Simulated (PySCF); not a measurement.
Nitrogen: a sound run and one with changed settings

Sound run: N⁺ [He] 2s2 2p2, N²⁺ [He] 2s2 2p1. All numbers are calculated (PySCF 2.14, the spin-free X2C one-electron Hamiltonian (Gaussian nucleus), in cc-pVTZ-DK). In the sound run the correlated levels freeze 1s2. The sound run starts from symmetry-adapted Hartree-Fock orbitals and uses a fine grid where one is needed.

Changed run: all electrons correlated in a basis built for the valence shell.

```csv
species,method,sound run (hartree),changed run (hartree),converged
N⁺,MP2,-53.99117,-54.00080,yes
N⁺,CCSD(T),-54.01378,-54.02334,yes
N²⁺,MP2,-52.90345,-52.91232,yes
N²⁺,CCSD(T),-52.93117,-52.93978,yes
```

Ionisation energy of N⁺:

| method | sound run (eV) | changed run (eV) |
| --- | --- | --- |
| UHF | 29.185 | 29.185 |
| MP2 | 29.598 | 29.619 |
| SCS-MP2 | 29.462 | 29.476 |
| CCSD | 29.444 | 29.472 |
| CCSD(T) | 29.460 | 29.485 |

A valence basis has no tight correlating functions, so it recovers only part of the core correlation, and not evenly between atom and ion.

For comparison, NIST gives 29.601 eV between the lowest levels.
